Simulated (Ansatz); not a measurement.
Frontier orbitals of `[SiH3][O][Sn]([Cl])([O][SiH3])[O][SiH3]`.

```xyz
17

Si   -0.232   -2.743    0.847
O    -0.572   -1.356    0.030
Sn    0.333    0.300   -0.325
Cl    2.561   -0.060   -0.740
O     0.107    1.461    1.186
Si   -0.259    1.219    2.771
O    -0.500    1.132   -1.833
Si   -0.073    1.450   -3.391
H    -1.271   -2.956    1.885
H     1.103   -2.651    1.499
H    -0.235   -3.884   -0.103
H    -1.700    1.487    3.008
H     0.039   -0.187    3.162
H     0.565    2.142    3.588
H     0.402    0.213   -4.066
H     1.010    2.467   -3.439
H    -1.280    1.967   -4.079
```

Charge 0, multiplicity 1. Correlated methods include outer-core shells of Sn, which these sets cover unevenly. Sn takes the def2 core potential. The geometry is a stationary point of PBE0-D4/def2-TZVP. It is one conformer, not always the lowest. Basis def2-TZVPP, Ansatz.

Orbital energies of one run (eV). Highest occupied ones, from the top: -10.39, -10.46, -10.49, -10.60, -10.63, -10.89, -11.26, -11.30, -12.24, -12.44, -12.61, -12.67, -12.75, -12.83. Empty: -1.35, 0.87, 1.06, 1.35, 1.85, 1.99.

Problem. Which functional gave them?
A. PBE
B. LC-ωPBE
C. LDA (SPW92)
D. CAM-B3LYP

Solution. D. HOMO energies: CAM-B3LYP -10.39, PBE -7.51, LC-ωPBE -11.76, LDA (SPW92) -7.61 eV.

LC-ωPBE has ω = 0.4 bohr⁻¹.
